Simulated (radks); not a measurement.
Values are calculated unless marked as measured or tabulated.
Coherent X-ray form factor from a spherical all-electron density. Level of theory: Dirac Kohn-Sham, LDA (Slater exchange, Perdew-Wang correlation), spin-unpolarised, spherical densities, finite nucleus; Fermi nuclear charge, rms radius of each element as measured or else 0.836 A^(1/3) + 0.57 fm (a radial shooting solver on a logarithmic mesh with Libxc functionals).

sin(theta)/lambda (1/angstrom)  f0 (electrons)
0.05                                     6.861
0.1                                      6.472
0.15                                     5.906
0.2                                      5.251
0.25                                     4.589
0.3                                      3.975
0.4                                      2.995
0.5                                      2.352
0.6                                      1.959
0.8                                      1.570
1                                        1.374
1.25                                     1.178
1.5                                      0.991
2                                        0.669

The species is in the configuration that NIST lists as its ground one. Which atom or ion scatters so?

Answer. The oxygen ion O+, [He] 2s2 2p3. Extrapolating in s^2 from the first two rows gives f0(0) = 7.0, near the electron count 7; among species with that count, the fall with angle is slower the higher Z, and the table is that of Z = 8; from so few rows the species is fixed only to a neighbour or two.
